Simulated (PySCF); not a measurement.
2-methylidene-1,3-dithiole (C4H4S2), SMILES S1C(SC=C1)=C. Atoms are numbered in the order given.

```xyz
10

C      0.0000     0.0000     2.2948
C      0.0000     0.0000     0.9482
S      0.0000     1.4850    -0.0358
C      0.0000     0.6722    -1.5880
C      0.0000    -0.6722    -1.5880
S      0.0000    -1.4850    -0.0358
H      0.0000    -0.9360     2.8551
H      0.0000     0.9360     2.8551
H      0.0000     1.2952    -2.4830
H      0.0000    -1.2952    -2.4830
```

Geometry: TPSSh-D3(BJ)/def2-SVP.

Two levels are set side by side: PBE/pcSseg-1 (PySCF) and B3LYP/pcSseg-1 (PySCF). GIAO shifts against H2S (³³S), TMS (¹H), TMS (¹³C) at the same level; non-relativistic, no solvent, atoms listed together averaged. Differences are taken from unrounded values.

| quantity | PBE |
|---|---|
| δ(¹³C) of C1 (ppm) | 98.4 |
| δ(¹³C) of C2 (ppm) | 157.5 |
| δ(³³S) of S3, S6 (ppm) | 438.8 |
| δ(¹³C) of C4, C5 (ppm) | 124.4 |
| δ(¹H) of H7, H8 (ppm) | 5.53 |
| δ(¹H) of H9, H10 (ppm) | 5.91 |

### Question
These are the PBE values. What does B3LYP give? (Estimate from the structure and the level; the computed values follow.)

### Answer

```json
[
 {"quantity": "δ(¹³C) of C1 (ppm)", "B3LYP": "102.6", "PBE minus B3LYP": "-4.2"},
 {"quantity": "δ(¹³C) of C2 (ppm)", "B3LYP": "163.4", "PBE minus B3LYP": "-5.9"},
 {"quantity": "δ(³³S) of S3, S6 (ppm)", "B3LYP": "420.5", "PBE minus B3LYP": "18.3"},
 {"quantity": "δ(¹³C) of C4, C5 (ppm)", "B3LYP": "128.4", "PBE minus B3LYP": "-4.0"},
 {"quantity": "δ(¹H) of H7, H8 (ppm)", "B3LYP": "5.56", "PBE minus B3LYP": "-0.03"},
 {"quantity": "δ(¹H) of H9, H10 (ppm)", "B3LYP": "5.92", "PBE minus B3LYP": "-0.01"}
]
```

Rough cost on one machine, each run with all the roots and properties that it gave: B3LYP against PBE within a factor of 2.
